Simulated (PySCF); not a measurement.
**Ions at one geometry of [Hg(H2O)2]2+**

PySCF 2.14.0, RKS PBE0, Hg def2-SVP with ECP60, O def2-SVP, H def2-SVP; non-relativistic Hamiltonian with scalar-relativistic core potentials where named; density fitting; no spin-orbit coupling; singlets restricted, open shells unrestricted. The geometry is relaxed for charge +2, singlet, vacuum:

```xyz
7

Hg    0.0000    0.0000    0.0000
O     0.0000    0.0000    2.0472
H     0.5698    0.5698    2.6058
H    -0.5698   -0.5698    2.6058
O     0.0000    0.0000   -2.0472
H     0.5698   -0.5698   -2.6058
H    -0.5698    0.5698   -2.6058
```

Energies count from the relaxed state; an electron taken off or put on is at rest in vacuum. Charges and spins are Mulliken's.

```json
{"state": "charge +2, singlet, vacuum", "energy (eV)": "0.00", "spin squared": "0.00", "charge on Hg1 (e)": "1.24", "spin on Hg1 (e)": "0.00", "dipole about the centre of mass (D)": "0.00"}
{"state": "charge +1, doublet, vacuum", "energy (eV)": "-11.96", "spin squared": "0.75", "charge on Hg1 (e)": "0.53", "spin on Hg1 (e)": "0.74", "dipole about the centre of mass (D)": "0.00"}
```

**Question.** What does the state charge +3, doublet, vacuum give?

**Answer.** energy (eV) 24.33, spin squared 0.76, charge on Hg1 (e) 1.49, spin on Hg1 (e) 0.02, dipole about the centre of mass (D) 0.00.

With an electron taken off (doublet) the charges change, summed by element, by Hg +0.25 e, O +0.51 e, H +0.24 e. The vertical ionisation energy is 24.33 eV, against −ε(HOMO) = 21.86 eV of the relaxed state. The level lies 2.5 eV too high, as is usual for semilocal functionals and global hybrids, which keep a self-interaction error.

With an electron put on (doublet) the charges change, summed by element, by Hg -0.71 e, O +0.01 e, H -0.30 e. The vertical electron affinity is 11.96 eV, against −ε(LUMO) = 14.32 eV of the relaxed state.

Open shells may have lower solutions than those found.
